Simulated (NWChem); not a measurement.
System: EDOT (C6H6O2S); SMILES c1scc2c1OCCO2

Input file for NWChem:

```
start job
memory heap 200 mb stack 900 mb global 1100 mb
geometry units angstroms noautosym nocenter noautoz
  C     -0.068305    -1.242602    -1.255363
  S      0.000000     0.000000    -2.441986
  C      0.068305     1.242602    -1.255363
  C      0.038086     0.716311     0.008280
  C     -0.038086    -0.716311     0.008280
  O     -0.083934    -1.434841     1.154632
  C      0.321627    -0.685476     2.282300
  C     -0.321627     0.685476     2.282300
  O      0.083934     1.434841     1.154632
  H     -0.122965    -2.293345    -1.531224
  H      0.122965     2.293345    -1.531224
  H      0.018927    -1.256399     3.171279
  H      1.422763    -0.579663     2.290487
  H     -1.422763     0.579663     2.290487
  H     -0.018927     1.256399     3.171279
end
basis spherical
  * library pcsseg-1
end
dft
  xc xpbe96 cpbe96
  iterations 150
  semidirect filesize 400000000
end
property
  shielding 8 1 2 4 6 7 10 12 13
  efieldgrad
end
task dft property
```

NWChem printed, in part:

```
             Northwest Computational Chemistry Package (NWChem) 7.3.0
             --------------------------------------------------------

                             Geometry "geometry" -> ""
                             -------------------------

 Output coordinates in angstroms (scale by  1.889725989 to convert to a.u.)

  No.       Tag          Charge          X              Y              Z
 ---- ---------------- ---------- -------------- -------------- --------------
    1 C                    6.0000    -0.06830500    -1.24260200    -1.25536300
    2 S                   16.0000     0.00000000     0.00000000    -2.44198600
    3 C                    6.0000     0.06830500     1.24260200    -1.25536300
    4 C                    6.0000     0.03808600     0.71631100     0.00828000
    5 C                    6.0000    -0.03808600    -0.71631100     0.00828000
    6 O                    8.0000    -0.08393400    -1.43484100     1.15463200
    7 C                    6.0000     0.32162700    -0.68547600     2.28230000
    8 C                    6.0000    -0.32162700     0.68547600     2.28230000
    9 O                    8.0000     0.08393400     1.43484100     1.15463200
   10 H                    1.0000    -0.12296500    -2.29334500    -1.53122400
   11 H                    1.0000     0.12296500     2.29334500    -1.53122400
   12 H                    1.0000     0.01892700    -1.25639900     3.17127900
   13 H                    1.0000     1.42276300    -0.57966300     2.29048700
   14 H                    1.0000    -1.42276300     0.57966300     2.29048700
   15 H                    1.0000    -0.01892700     1.25639900     3.17127900

 Effective nuclear repulsion energy (a.u.)     526.6832272480

  pbe96 is a nonlocal functional; adding pw91lda local functional.
                              NWChem Property Module
                              ----------------------

  itol2e modified to match energy
  convergence criterion.

                                 NWChem DFT Module
                                 -----------------

 Summary of "ao basis" -> "ao basis" (spherical)
 ------------------------------------------------------------------------------
       Tag                 Description            Shells   Functions and Types
 ---------------- ------------------------------  ------  ---------------------
 C                          pcsseg-1                 7       17   3s3p1d
 S                          pcsseg-1                10       24   4s5p1d
 O                          pcsseg-1                 7       17   3s3p1d
 H                          pcsseg-1                 3        5   2s1p

  itol2e modified to match energy
  convergence criterion.

            General Information
            -------------------
          SCF calculation type: DFT
          Wavefunction type:  closed shell.
          No. of atoms     :    15
          No. of electrons :    74
           Alpha electrons :    37
            Beta electrons :    37
          Charge           :     0
          Spin multiplicity:     1
          Use of symmetry is: off; symmetry adaption is: off
          Maximum number of iterations: 150
          AO basis - number of functions:   190
                     number of shells:    84
          Convergence on energy requested:  1.00D-07
          Convergence on density requested:  1.00D-05
          Convergence on gradient requested:  5.00D-04

              XC Information
              --------------
          PerdewBurkeErnzerhof Exchange Functional  1.000
            Perdew 1991 LDA Correlation Functional  1.000 local
           PerdewBurkeErnz. Correlation Functional  1.000 non-local

             Grid Information
             ----------------
          Grid used for XC integration:  fine
          Radial quadrature: Mura-Knowles
          Angular quadrature: Lebedev.
          Tag              B.-S. Rad. Rad. Pts. Rad. Cut. Ang. Pts.
          ---              ---------- --------- --------- ---------
          C                   0.70       70          13.0       590
          S                   1.00      123          14.0       770
          O                   0.60       70          12.0       590
          H                   0.35       60          14.0       590
          Grid pruning is: on
          Number of quadrature shells:  1043
          Spatial weights used:  Erf1

      Superposition of Atomic Density Guess
      -------------------------------------

 Sum of atomic energies:        -775.85497810

      Non-variational initial energy
      ------------------------------

 Total energy =    -781.664160
 1-e energy   =   -2109.159252
 2-e energy   =     800.811865
 HOMO         =      -0.233613
 LUMO         =       0.014810

------------------------------------------------------------
EAF file 0: "./job.aoints.0" size=422576128 bytes
------------------------------------------------------------
               write      read    awrite     aread      wait
               -----      ----    ------     -----      ----
     calls:      806         0         0         0         0
   data(b): 4.23e+08  0.00e+00  0.00e+00  0.00e+00
   time(s): 0.00e+00  0.00e+00  0.00e+00  0.00e+00  0.00e+00
rate(mb/s): 0.00e+00  0.00e+00
------------------------------------------------------------

   convergence    iter        energy       DeltaE   RMS-Dens  Diis-err
 ---------------- ----- ----------------- --------- --------- ---------
 d= 0,ls=0.0,diis     1   -780.0435888031 -1.31D+03  7.53D-03  1.72D+00
 d= 0,ls=0.0,diis     2   -780.0062643529  3.73D-02  5.94D-03  1.78D+00
 d= 0,ls=0.0,diis     3   -780.1267061070 -1.20D-01  2.37D-03  5.98D-01
 d= 0,ls=0.0,diis     4   -780.1774954607 -5.08D-02  6.85D-04  2.00D-02
 d= 0,ls=0.0,diis     5   -780.1794203051 -1.92D-03  2.46D-04  2.70D-03
  Resetting Diis
 d= 0,ls=0.0,diis     6   -780.1797035151 -2.83D-04  1.23D-04  4.45D-04
 d= 0,ls=0.0,diis     7   -780.1797554260 -5.19D-05  1.22D-04  5.38D-05
 d= 0,ls=0.0,diis     8   -780.1797049632  5.05D-05  8.74D-05  4.11D-04
 d= 0,ls=0.0,diis     9   -780.1797631862 -5.82D-05  6.00D-06  1.95D-06
 d= 0,ls=0.0,diis    10   -780.1797634027 -2.17D-07  1.76D-06  1.49D-07
 d= 0,ls=0.0,diis    11   -780.1797634204 -1.77D-08  3.84D-07  5.55D-09

         Total DFT energy =     -780.179763420394
      One electron energy =    -2115.175473058565
           Coulomb energy =      885.422800486244
    Exchange-Corr. energy =      -77.110318096047
 Nuclear repulsion energy =      526.683227247974

 Numeric. integr. density =       73.999999694577

                       DFT Final Molecular Orbital Analysis
                       ------------------------------------

 Vector   35  Occ=2.000000D+00  E=-2.678400D-01
              MO Center=  3.0D-10,  3.0D-09,  1.0D+00, r^2= 3.6D+00
   Bfn.  Coefficient  Atom+Function         Bfn.  Coefficient  Atom+Function
  ----- ------------  ---------------      ----- ------------  ---------------
   103      0.239372   6 O  py              154     -0.239372   9 O  py
   100      0.231755   6 O  py              151     -0.231755   9 O  py
   117     -0.176972   7 C  py              134      0.176972   8 C  py
    66      0.147852   4 C  py               83     -0.147852   5 C  py
    97      0.124832   6 O  py              148     -0.124832   9 O  py

 Vector   36  Occ=2.000000D+00  E=-1.928400D-01
              MO Center=  5.4D-11,  6.0D-09, -6.4D-01, r^2= 3.8D+00
   Bfn.  Coefficient  Atom+Function         Bfn.  Coefficient  Atom+Function
  ----- ------------  ---------------      ----- ------------  ---------------
    10      0.303685   1 C  px               51     -0.303685   3 C  px
     7      0.286250   1 C  px               48     -0.286250   3 C  px
   102     -0.154122   6 O  px              153      0.154122   9 O  px
    99     -0.149332   6 O  px              150      0.149332   9 O  px
     4      0.134248   1 C  px               45     -0.134248   3 C  px

[...]

          -----------------------------------------
          Chemical Shielding Tensors (GIAO, in ppm)
          -----------------------------------------

                                NWChem CPHF Module
                                ------------------

  scftype          =     RHF
  nclosed          =       37
  nopen            =        0
  variables        =     5661
  # of vectors     =        3
  tolerance        = 0.10D-03
  level shift      = 0.00D+00
  max iterations   =       50
  max subspace     =       30

 SCF residual:    2.8652910542830587E-005

Iterative solution of linear equations
  No. of variables     5661
  No. of equations        3
  Maximum subspace       30
        Iterations       50
       Convergence  1.0D-04

   iter   nsub   residual    time
   ----  ------  --------  ---------
     1      3    1.03D-05     201.6

------------------------------------------------------------
EAF file 0: "./job.aoints.0" size=724041728 bytes
------------------------------------------------------------
               write      read    awrite     aread      wait
               -----      ----    ------     -----      ----
     calls:     1381         0         0         0         0
   data(b): 7.24e+08  0.00e+00  0.00e+00  0.00e+00
   time(s): 0.00e+00  0.00e+00  0.00e+00  0.00e+00  0.00e+00
rate(mb/s): 0.00e+00  0.00e+00
------------------------------------------------------------

      Atom:    1  C
        Diamagnetic
    235.2828      0.7285     -0.6336
      0.7285    258.3758     -3.3656
     -0.6336     -3.3656    271.6715

        Paramagnetic
    -91.6521     -7.7587     -0.0843
     -7.7587   -240.6286      8.8768
     -0.0843      8.8768   -198.5934

        Total Shielding Tensor
    143.6307     -7.0302     -0.7180
     -7.0302     17.7473      5.5112
     -0.7180      5.5112     73.0781

           isotropic =      78.1520
          anisotropy =      98.8273

          Principal Components and Axis System
                 1           2           3
              144.0369     73.5939     16.8253

      1         0.9983      0.0198      0.0546
      2        -0.0562      0.0957      0.9938
      3        -0.0145      0.9952     -0.0967

      Atom:    2  S
        Diamagnetic
   1046.5395      0.6801     -0.0000
      0.6801   1057.4451      0.0000
     -0.0000      0.0000   1059.0166

        Paramagnetic
   -545.0685     17.2598     -0.0000
     17.2598   -655.2424      0.0000
     -0.0000      0.0000   -846.0332

        Total Shielding Tensor
    501.4709     17.9399     -0.0000
     17.9399    402.2027      0.0000
     -0.0000      0.0000    212.9833

           isotropic =     372.2190
          anisotropy =     198.5919

          Principal Components and Axis System
                 1           2           3
              504.6136    399.0601    212.9833

      1         0.9850     -0.1725      0.0000
      2         0.1725      0.9850     -0.0000
      3        -0.0000      0.0000      1.0000

      Atom:    3  C
        Diamagnetic
    227.2597      0.1035      0.9886
      0.1035    262.6364      3.1714
      0.9886      3.1714    265.2662

        Paramagnetic
   -127.0165    -12.4982      4.3171
    -12.4982   -277.8594    -22.7434
      4.3171    -22.7434   -240.8015

        Total Shielding Tensor
    100.2432    -12.3947      5.3057
    -12.3947    -15.2230    -19.5720
      5.3057    -19.5720     24.4648

           isotropic =      36.4950
          anisotropy =      98.6764

          Principal Components and Axis System
                 1           2           3
              102.2793     31.1858    -23.9801

      1         0.9879     -0.1347      0.0769
      2        -0.1205     -0.3543      0.9273
      3         0.0977      0.9254      0.3662

      Atom:    4  O
        Diamagnetic
    379.3139      3.4273      7.2904
      3.4273    391.2369     -0.3455
      7.2904     -0.3455    416.4638

        Paramagnetic
    -76.3754     -5.0404    -34.1682
     -5.0404   -193.8227    -47.3010
    -34.1682    -47.3010   -260.7832

        Total Shielding Tensor
    302.9384     -1.6131    -26.8778
     -1.6131    197.4143    -47.6465
    -26.8778    -47.6465    155.6806

           isotropic =     218.6778
          anisotropy =     134.2184

          Principal Components and Axis System
                 1           2           3
              308.1567    226.3851    121.4915

      1         0.9785     -0.1608      0.1289
      2         0.0693      0.8457      0.5291
      3        -0.1941     -0.5088      0.8387

      Atom:    5  C
        Diamagnetic
    238.0825     -1.2963      2.7392
     -1.2963    252.4556      4.3769
      2.7392      4.3769    250.1255

        Paramagnetic
   -130.3985      7.6617      6.5574
      7.6617   -144.0218     21.2319
      6.5574     21.2319   -126.1006

        Total Shielding Tensor
    107.6840      6.3654      9.2966
      6.3654    108.4338     25.6087
      9.2966     25.6087    124.0250

           isotropic =     113.3809
          anisotropy =      49.3529

          Principal Components and Axis System
                 1           2           3
              146.2829    104.4106     89.4493

      1         0.2800      0.9596      0.0264
      2         0.5698     -0.1883      0.7999
      3         0.7726     -0.2089     -0.5996

      Atom:    6  H
        Diamagnetic
     20.8524      0.9099      0.1938
      0.9099     40.7796      4.6911
      0.1938      4.6911     28.7661

        Paramagnetic
      0.8218     -0.7989     -0.3620
     -0.7989    -12.6905     -4.0666
     -0.3620     -4.0666     -2.8374

        Total Shielding Tensor
     21.6742      0.1110     -0.1682
      0.1110     28.0891      0.6246
     -0.1682      0.6246     25.9287

           isotropic =      25.2307
          anisotropy =       4.5399

          Principal Components and Axis System
                 1           2           3
               28.2573     25.7700     21.6647

      1         0.0097     -0.0466      0.9989
      2         0.9660     -0.2577     -0.0214
      3         0.2584      0.9651      0.0425

      Atom:    7  H
        Diamagnetic
     21.9928      1.3203     -2.0279
      1.3203     28.9941     -6.8406
     -2.0279     -6.8406     37.1938

        Paramagnetic
      1.1054     -0.5432      2.3267
     -0.5432     -1.7554      5.0744
      2.3267      5.0744     -5.6062

        Total Shielding Tensor
     23.0982      0.7771      0.2988
      0.7771     27.2387     -1.7662
      0.2988     -1.7662     31.5876

           isotropic =      27.3082
          anisotropy =       7.3596

          Principal Components and Axis System
                 1           2           3
               32.2146     26.7989     22.9110

      1         0.0024      0.2194      0.9756
      2        -0.3342      0.9197     -0.2060
      3         0.9425      0.3255     -0.0755

      Atom:    8  H
        Diamagnetic
     37.0303      0.0790      4.1366
      0.0790     23.9571     -0.0917
      4.1366     -0.0917     24.7315

        Paramagnetic
     -7.5694     -0.5188      0.2917
     -0.5188      1.3766      1.5625
      0.2917      1.5625      2.1888

        Total Shielding Tensor
     29.4608     -0.4397      4.4283
     -0.4397     25.3337      1.4708
      4.4283      1.4708     26.9203

           isotropic =      27.2383
          anisotropy =       8.3975

          Principal Components and Axis System
                 1           2           3
               32.8366     26.1108     22.7674

      1         0.7896     -0.3524     -0.5023
      2         0.0731      0.8669     -0.4932
      3         0.6092      0.3527      0.7103
```

Level: PBE/pcSseg-1, GIAO. The geometry was optimised at PBE0/def2-SVP. No frequency run checked for a minimum. NWChem prints the field gradient with the sign opposite to the second derivative of the potential. The output numbers the shielded atoms by their place in the input's list. The printed shielding anisotropy is the first printed principal value minus the mean of the other two.
